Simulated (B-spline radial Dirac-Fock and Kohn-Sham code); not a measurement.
Relativistic shifts of the levels of Yb

System: the Yb atom in the configuration [Xe] 4f14 6s2.

Both columns are ΔSCF binding energies of the configuration average from a B-spline atomic structure program: non-relativistic Hartree-Fock with a point nucleus, and Dirac-Fock with a finite nucleus and the Coulomb interaction alone, averaged over the two j levels with weights 2j+1.

```csv
shell,Hartree-Fock (eV),Dirac-Fock (eV),shift (eV),shift (%)
1s,57189.9,61618.1,+4428.18,+7.74
2s,9366.0,10529.1,+1163.01,+12.42
2p,8932.3,9314.4,+382.06,+4.28
3s,2125.7,2409.6,+283.88,+13.35
3p,1927.5,2033.1,+105.57,+5.48
3d,1562.0,1548.1,-13.81,-0.88
4s,425.7,493.9,+68.21,+16.02
4p,344.1,368.0,+23.91,+6.95
4d,197.3,194.0,-3.23,-1.64
4f,11.15,5.08,-6.08,-54.49
5s,54.65,63.43,+8.78,+16.06
5p,30.61,31.92,+1.31,+4.29
6s,4.78,5.15,+0.36,+7.62
```

Relativity binds 1s, 2s, 2p, 3s, 3p, 4s, 4p, 5s, 5p, 6s more strongly, among those listed most of all 5s in relative terms, and 3d, 4d, 4f more weakly, because the contracted s and p shells screen the nucleus better.

Values without a named source are computed, but for edge energies of neutral atoms, which are taken from tables.
